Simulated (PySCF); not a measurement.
The numbers are results of ωB97X-D3(BJ)/def2-TZVP // B3LYP-D3(BJ)/def2-TZVP (PySCF 2.14.0), not measurements. Gas-phase values, no solvent. One relaxed conformer stands for a flexible species; it need not be the lowest. Excitations are Tamm–Dancoff values on a coarser integration grid. The basis has no diffuse functions, so Rydberg states are missing or too high.

Reference species (SMILES): `B=BN=B` (B–B–N–B torsion 19°) (neutral, multiplicity 1).

The S1–T1 gap (TDA) comes out as 0.81 eV and the LUMO is -1.06 eV.

Changed species: `NB1B=B1` (H–N–B–B torsion 90°).

Q: Give the shifts of the S1–T1 gap (TDA) and LUMO.

A: the S1–T1 gap (TDA) falls by 0.35 eV, to 0.46 eV; the LUMO falls by 0.57 eV, to -1.63 eV.
